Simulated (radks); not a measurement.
The numbers below are computed, except where a source is named.
Neutral molybdenum: order these configurations by energy. Level of theory: scalar-relativistic Kohn-Sham, LDA (Slater exchange, Perdew-Wang correlation), spin-polarised, spherical densities, finite nucleus; Fermi nuclear charge, rms radius of each element as measured or else 0.836 A^(1/3) + 0.57 fm (a radial shooting solver on a logarithmic mesh with Libxc functionals). Open shells are filled with parallel spins first. [Kr] 4d4 5s1 5p1; [Kr] 4d4 5s2; [Kr] 4d5 5p1; [Kr] 4d5 5s1; [Kr] 4d6.

Answer. From the lowest, in eV above it: [Kr] 4d5 5s1 0.000; [Kr] 4d4 5s2 1.958; [Kr] 4d6 2.979; [Kr] 4d5 5p1 3.472; [Kr] 4d4 5s1 5p1 4.198.
